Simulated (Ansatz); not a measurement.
Cost and result for the atomization energy of ClH₅OSSi₂, SMILES `O[SiH2]S[SiH2]Cl` (10 atoms, 9 bonds).

```xyz
10

O     1.177   -0.766   -1.215
Si    0.123   -1.529   -0.221
S    -0.314   -0.368    1.529
Si   -0.687    1.477    0.552
Cl    1.058    2.504    0.178
H     1.945   -0.341   -0.828
H    -1.091   -1.741   -1.036
H     0.640   -2.808    0.324
H    -1.496    2.310    1.465
H    -1.357    1.260   -0.749
```

Total charge 0; spin multiplicity 1. Geometry: relaxed with PBE0-D4/def2-TZVP. It is one conformer, not always the lowest. Program: Ansatz. Hardware: A = 2 threads of an AMD EPYC 7R13 on a shared host; B = 2 threads of an AMD EPYC 7R13 on a shared host and a share of an NVIDIA H100 80 GB. Times are those of one run each, without the atoms' runs, and a repeat can differ threefold. Electronic energies, without spin–orbit coupling; frozen cores. CCSD(T)/CBS adds CCSD(T) − MP2 in def2-TZVPP to the MP2 limit, and its time is that of the two runs behind it. T1 = 0.011. B3LYP takes the VWN-RPA correlation (the form of Gaussian; ORCA's B3LYP/G).

CCSD(T)/CBS is a level of theory with its own doubt, some kJ/mol a heavy atom from the limit and from the frozen cores, so smaller differences don't rank the functionals.

```tsv
level	functions	wall time
MP2/def2-QZVPP [B]	487	6 s
PBE0-D4/def2-TZVPP [A]	269	6.5 s
PBE-D4/def2-TZVPP (with forces) [A]	269	6.5 s
r2SCAN-D4/def2-TZVPP (with forces) [A]	269	8 s
CCSD(T)/def2-TZVPP [B]	269	8 s
B2PLYP/def2-TZVPP [A]	269	9.5 s
B3LYP-D4/def2-TZVPP (with forces) [A]	269	9.6 s
ωB97X-V/def2-TZVPP [A]	269	14 s
CCSD(T)/CBS(def2)	–	14 s
ωB97M-V/def2-TZVPP (with forces) [A]	269	21 s
```

**Question.** What atomization energy does each give, and how far from CCSD(T)/CBS? (Best estimate.)

**Answer.** Computed: 
```
                                 level  atomization (kJ/mol)  difference from CCSD(T)/CBS  per bond
                    MP2/def2-QZVPP [B]                3332.6                         12.7       1.4
                PBE0-D4/def2-TZVPP [A]                3271.1                        -48.8      -5.4
   PBE-D4/def2-TZVPP (with forces) [A]                3306.2                        -13.7      -1.5
r2SCAN-D4/def2-TZVPP (with forces) [A]                3315.9                         -4.0      -0.4
                CCSD(T)/def2-TZVPP [B]                3207.2                       -112.7     -12.5
                 B2PLYP/def2-TZVPP [A]                3241.5                        -78.4      -8.7
 B3LYP-D4/def2-TZVPP (with forces) [A]                3276.9                        -43.0      -4.8
                ωB97X-V/def2-TZVPP [A]                3331.5                         11.6       1.3
                     CCSD(T)/CBS(def2)                3319.9                          0.0       0.0
  ωB97M-V/def2-TZVPP (with forces) [A]                3323.8                          3.9       0.4
```

In def2-TZVPP, CCSD(T) changes the Hartree–Fock value by +785.7 kJ/mol (the triples alone add +50.0 kJ/mol) and MP2 by +844.1 kJ/mol; breaking electron pairs costs correlation energy, which Hartree–Fock lacks. From PBE to PBE0 (25 % exact exchange), in def2-TZVPP and without D4, the atomization energy moves by −30.6 kJ/mol: exact exchange takes away binding that semilocal exchange gives to molecules. The D4 term adds +52.0 kJ/mol with B3LYP and +27.4 kJ/mol with PBE0; it sums over pairs of atoms, weighted by their polarisabilities, and B3LYP, whose exchange is more repulsive, gets the larger term.
